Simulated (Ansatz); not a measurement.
Coupled-cluster run, CH5InOS2, SMILES `C[O][In]([SH])[SH]`.

```yaml
crystal:
  periodic: [false, false, false]
  atoms:
    - {symbol: C, position_ang: [-0.056061, -1.419458, 1.315760]}
    - {symbol: O, position_ang: [0.510750, -0.170798, 1.009692]}
    - {symbol: In, position_ang: [0.072645, 0.786489, -0.663432]}
    - {symbol: S, position_ang: [-1.497776, -0.226487, -2.127173]}
    - {symbol: S, position_ang: [1.183967, 2.849428, -0.976111]}
    - {symbol: H, position_ang: [0.245492, -1.695375, 2.331714]}
    - {symbol: H, position_ang: [-1.154264, -1.410164, 1.289423]}
    - {symbol: H, position_ang: [0.287938, -2.214369, 0.640642]}
    - {symbol: H, position_ang: [-1.430357, 0.782121, -3.012645]}
    - {symbol: H, position_ang: [1.837666, 2.718592, 0.192129]}
basis:
  gaussian: {orbitals: def2-TZVPP}
correlation: {method: ccsd_t}
```

```sh
$ ansatz run in.yaml --threads 2 --pin off --events-out ev --progress --plain --max-ram 20480MiB --backend cuda --devices 0, --max-vram 18GiB
```

Log, shortened:

```
Functional definition: HF
1734 factors; integrals over basis functions are off by at most 1.1e-3 eV
mean field evaluation 1: about -29930.2176 eV, gradient 4.1e1 eV
mean field evaluation 2: about -29930.3719 eV, gradient 4.1e1 eV
mean field evaluation 4: about -29934.1683 eV, gradient 4.4e0 eV
mean field evaluation 8: about -29934.2491 eV, gradient 4.0e-1 eV
mean field evaluation 16: about -29934.2503 eV, gradient 2.0e-6 eV
mean field -29934.25025808 eV, -1100.0634068209 hartree, gradient 2.0e-6 eV, S^2 0.000000; 0 other end points of the search recorded, 0 dependent functions left out
16 core orbitals not correlated: weight in the atoms' cores, before any rotation towards them, 1.000 or more for the frozen orbitals, at most 0.000 for the correlated occupied ones
reference -29934.25025808 eV, -1100.0634068209 hartree; 20, 20 occupied and 230, 230 virtual orbitals, 1734 factors
second order -28.58865635 eV of doubles, -0.00000000 eV of singles
cycle   1  -28.78592470 eV  change   -2.0e-1 eV  update   1.3e-1
cycle   2  -29.49271416 eV  change   -7.1e-1 eV  update   4.2e-2
cycle   3  -29.67396099 eV  change   -1.8e-1 eV  update   2.6e-2
cycle   4  -29.66828986 eV  change    5.7e-3 eV  update   7.8e-3
cycle   5  -29.66020296 eV  change    8.1e-3 eV  update   4.2e-3
cycle   6  -29.66126791 eV  change   -1.1e-3 eV  update   1.6e-3
cycle   7  -29.66108776 eV  change    1.8e-4 eV  update   6.9e-4
cycle   8  -29.66097824 eV  change    1.1e-4 eV  update   2.2e-4
cycle   9  -29.66111261 eV  change   -1.3e-4 eV  update   9.0e-5
cycle  10  -29.66114596 eV  change   -3.3e-5 eV  update   3.1e-5
perturbative correction -1.20970933 eV, -0.0444559981 hartree
Total energy: -29965.12111337 eV, -1101.1978898278 hartree
```

Run time 12 s (2 threads of an AMD EPYC 7R13 on a shared host and a share of an NVIDIA H100 80 GB); peak host memory 0.84 GiB.

Correlation energy per correlated electron: -0.772 eV. T1 diagnostic: 0.0151.
